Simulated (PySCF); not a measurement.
F3S, doublet, geometry from GFN2-xTB, atoms displaced at random by about 0.08 Å a coordinate; TPSS/def2-SVP, gradient by finite differences run with PySCF.

PySCF was given this input:
```python
from pyscf import gto, scf, dft

mol = gto.M(
    atom='''
F     1.520467   -0.630705    0.067222
S     0.173963    0.258353    0.003013
F    -1.279925    1.049669    0.037652
F    -0.659592   -1.078470   -0.044756
''',
    basis='def2-svp',
    charge=0,
    spin=1,
    verbose=4,
)

mf = dft.UKS(mol)
mf.xc = 'tpss'
mf.conv_tol = 1e-11
mf.kernel()
scan, done = mf.as_scanner(), []
scan.scf_summary = {}
def energy(d):
    c = mol.atom_coords()
    c[2, 1] += d
    e = scan(mol.set_geom_(c, unit='Bohr', inplace=False))
    done.append(scan.converged)
    return e
h = 0.05
fd = (energy(h) - energy(-h)) / (2 * h)
print('dE/dx =', fd)
```

Question: Write the output that PySCF gives for this input, abridged.

Answer: 
```
PySCF version 2.14.0

[INPUT] verbose = 4
[INPUT] num. atoms = 4
[INPUT] num. electrons = 43
[INPUT] charge = 0
[INPUT] spin (= nelec alpha-beta = 2S) = 1
[INPUT] symmetry False subgroup None
[INPUT] Mole.unit = angstrom
[INPUT] Symbol           X                Y                Z      unit          X                Y                Z       unit  Magmom
[...]
nuclear repulsion = 193.243904910864
number of shells = 26
number of NR pGTOs = 108
number of NR cGTOs = 60
basis = def2-svp
ecp = {}

******** <class 'pyscf.dft.uks.UKS'> ********
method = UKS
initial guess = minao
damping factor = 0
level_shift factor = 0
DIIS = <class 'pyscf.scf.diis.CDIIS'>
diis_start_cycle = 1
diis_space = 8
diis_damp = 0
SCF conv_tol = 1e-11
SCF conv_tol_grad = None
SCF max_cycles = 50
direct_scf = True
direct_scf_tol = 1e-13
number electrons alpha = 22  beta = 21
XC library pyscf.dft.libxc version 7.1.2
    S. Lehtola, C. Steigemann, M. J. T. Oliveira, and M. A. L. Marques,  SoftwareX 7, 1–5 (2018)
XC functionals = tpss
    J. Tao, J. P. Perdew, V. N. Staroverov, and G. E. Scuseria,  Phys. Rev. Lett. 91, 146401 (2003)
    J. P. Perdew, J. Tao, V. N. Staroverov, and G. E. Scuseria,  J. Chem. Phys. 120, 6898 (2004)
    J. Tao, J. P. Perdew, V. N. Staroverov, and G. E. Scuseria,  Phys. Rev. Lett. 91, 146401 (2003)
    J. P. Perdew, J. Tao, V. N. Staroverov, and G. E. Scuseria,  J. Chem. Phys. 120, 6898 (2004)
radial grids:
    Treutler-Ahlrichs [JCP 102, 346 (1995); DOI:10.1063/1.469408] (M4) radial grids

becke partition: Becke, JCP 88, 2547 (1988); DOI:10.1063/1.454033
pruning grids: <function nwchem_prune>
grids dens level: 3
symmetrized grids: False
atomic radii adjust function: <function treutler_atomic_radii_adjust>
small_rho_cutoff = 0
Set gradient conv threshold to 3.16228e-06
tot grids = 61672
init E= -697.846102507561

cycle= 1 E= -697.111285030116  delta_E= 0.735  |g|= 0.712  |ddm|= 1.73
cycle= 2 E= -696.177024277819  delta_E= 0.934  |g|= 1.73  |ddm|= 1.61
cycle= 3 E= -697.25625838394  delta_E= -1.08  |g|= 0.323  |ddm|= 1.28
cycle= 4 E= -697.291082863169  delta_E= -0.0348  |g|= 0.104  |ddm|= 0.306
cycle= 5 E= -697.294610282029  delta_E= -0.00353  |g|= 0.0328  |ddm|= 0.098
cycle= 6 E= -697.294924407919  delta_E= -0.000314  |g|= 0.0167  |ddm|= 0.0335
cycle= 7 E= -697.29503899845  delta_E= -0.000115  |g|= 0.00215  |ddm|= 0.0164
cycle= 8 E= -697.295041385375  delta_E= -2.39e-06  |g|= 0.000695  |ddm|= 0.00348
[...]
converged SCF energy = -697.295041658531  <S^2> = 0.7538535  2S+1 = 2.0038498
converged SCF energy = -697.295694106166  <S^2> = 0.75382679  2S+1 = 2.0038231
[...]
   4 F     -0.659592000000  -1.078470000000  -0.044756000000 AA   -1.246448233954  -2.038012933560  -0.084576582431 Bohr

******** <class 'pyscf.scf.hf.UKS_Scanner'> ********
method = UKS_Scanner
initial guess = minao
damping factor = 0
level_shift factor = 0
DIIS = <class 'pyscf.scf.diis.CDIIS'>
diis_start_cycle = 1
diis_space = 8
diis_damp = 0
SCF conv_tol = 1e-11
SCF conv_tol_grad = None
SCF max_cycles = 50
direct_scf = True
direct_scf_tol = 1e-13
number electrons alpha = 22  beta = 21
XC library pyscf.dft.libxc version 7.1.2
    S. Lehtola, C. Steigemann, M. J. T. Oliveira, and M. A. L. Marques,  SoftwareX 7, 1–5 (2018)
XC functionals = tpss
    J. Tao, J. P. Perdew, V. N. Staroverov, and G. E. Scuseria,  Phys. Rev. Lett. 91, 146401 (2003)
    J. P. Perdew, J. Tao, V. N. Staroverov, and G. E. Scuseria,  J. Chem. Phys. 120, 6898 (2004)
    J. Tao, J. P. Perdew, V. N. Staroverov, and G. E. Scuseria,  Phys. Rev. Lett. 91, 146401 (2003)
    J. P. Perdew, J. Tao, V. N. Staroverov, and G. E. Scuseria,  J. Chem. Phys. 120, 6898 (2004)
radial grids:
    Treutler-Ahlrichs [JCP 102, 346 (1995); DOI:10.1063/1.469408] (M4) radial grids

becke partition: Becke, JCP 88, 2547 (1988); DOI:10.1063/1.454033
pruning grids: <function nwchem_prune>
grids dens level: 3
symmetrized grids: False
atomic radii adjust function: <function treutler_atomic_radii_adjust>
small_rho_cutoff = 0
Set gradient conv threshold to 3.16228e-06
tot grids = 61672
init E= -697.305668651679
cycle= 1 E= -697.293948643555  delta_E= 0.0117  |g|= 0.0198  |ddm|= 0.0617
cycle= 2 E= -697.293083227501  delta_E= 0.000865  |g|= 0.0523  |ddm|= 0.062
cycle= 3 E= -697.294119652172  delta_E= -0.00104  |g|= 0.00449  |ddm|= 0.0402
cycle= 4 E= -697.294124422299  delta_E= -4.77e-06  |g|= 0.00262  |ddm|= 0.00439
cycle= 5 E= -697.294127039829  delta_E= -2.62e-06  |g|= 0.000391  |ddm|= 0.00221
cycle= 6 E= -697.294127079158  delta_E= -3.93e-08  |g|= 0.000242  |ddm|= 0.000418
cycle= 7 E= -697.294127100206  delta_E= -2.1e-08  |g|= 3.95e-05  |ddm|= 0.000185
cycle= 8 E= -697.294127100829  delta_E= -6.23e-10  |g|= 8.35e-06  |ddm|= 4.26e-05
cycle= 9 E= -697.294127100868  delta_E= -3.91e-11  |g|= 1.98e-06  |ddm|= 1.35e-05
cycle= 10 E= -697.294127100868  delta_E= -4.55e-13  |g|= 5.9e-07  |ddm|= 3.44e-06
Extra cycle  E= -697.294127100868  delta_E= 4.55e-13  |g|= 1.49e-06  |ddm|= 1.65e-06
converged SCF energy = -697.294127100868  <S^2> = 0.75387676  2S+1 = 2.003873
dE/dx = -0.015670052985115035
```
